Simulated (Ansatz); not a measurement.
Ideal-gas functions of `[F][In@H-]1[Cl+][In@@H-]([F])[Cl+]1` at 400 K and 1 bar, from an Ansatz frequency run at PBE0-D4/def2-TZVP.

Molar mass 340.55 g/mol, point group C2v (symmetry number 2), electronic degeneracy 1, moments of inertia 339.497, 1103.769, 1195.91 u Å². Harmonic wavenumbers (cm⁻¹, unscaled): 26, 86, 95, 97, 107, 142, 174, 249, 256, 271, 421, 432, 436, 453, 610, 614, 1930, 1932.

Use S(trans) = R[1.5 ln M + 2.5 ln T − 1.1517]; rotational temperatures θ = 24.2544 K / I; S(rot) = R[ln(√π/σ · √(T³/θAθBθC)) + 1.5]; for each mode x = 1.438777 ν̃/T, S = R[x/(eˣ − 1) − ln(1 − e⁻ˣ)] and H = RT x/(eˣ − 1); 1 cm⁻¹ = 0.0119627 kJ/mol; R = 8.31446 J/(mol·K).

By hand: the entropy, in J/(mol·K).

Translation 187.7. Rotation: θ = 0.0714, 0.022, 0.0203 K, giving 129.2. Vibration, mode by mode: 28.02, 18.10, 17.28, 17.11, 16.30, 13.99, 12.35, 9.50, 9.29, 8.85, 5.62, 5.44, 5.38, 5.12, 3.27, 3.23, 0.06, 0.06, in all 179.0. Electronic 0.0. Sum 495.9 J/(mol·K).

By hand: H − E and G − E in kJ/mol, counted from the electronic energy.

Zero-point energy ½ × 8331 × 0.0119627 = 49.8; thermal vibration 32.7; translation, rotation and pV give 4 RT = 13.3. H − E = 95.8 kJ/mol, and G − E = 95.8 − 400 × 495.9/1000 = -102.6 kJ/mol.

Vibration gives 36 % of the entropy, 110.8 J/(mol·K) of it from the modes under 150 cm⁻¹: soft modes count most, and the harmonic formula is weakest for them.
